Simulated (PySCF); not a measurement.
**C₆ coefficients of unlike pairs at r2SCAN0**

Calculated with PySCF 2.14 from the dipole response of each species, C₆(A,B) = (3/π) ∫ α_A(iu) α_B(iu) du, in atomic units, from isotropic polarisabilities. For ions this is the dispersion term alone; charge-induced terms of lower order in 1/R come first.

| species | configuration | basis | relativity | α (bohr³) | C₆ (like pair) |
| --- | --- | --- | --- | --- | --- |
| Sr⁺ | [Kr] 5s1 (2S) | aug-cc-pVTZ-X2C (8s7p5d2f) | spin-free X2C | 101.0 | 913.1 |
| P³⁺ | [Ne] 3s2 (1S) | aug-cc-pwCVQZ (10s9p7d5f3g) | none | 6.946 | 18.17 |
| Se³⁺ | [Ar] 3d10 4s2 4p1 (2P) | aug-cc-pVQZ-DK (8s7p5d3f2g) | spin-free X2C | 6.640 | 23.45 |

Problem. Estimate C₆ for Se³⁺ with Sr⁺.

Solution. The integral gives 112.5. The combination rule 2 C_A C_B / (C_A α_B/α_A + C_B α_A/α_B) gives 102.8 and the geometric mean 146.3.

No spin-orbit coupling is included.

The other pairs:

```csv
pair,C₆
"Se³⁺, P³⁺",20.35
"P³⁺, Sr⁺",108.0
```
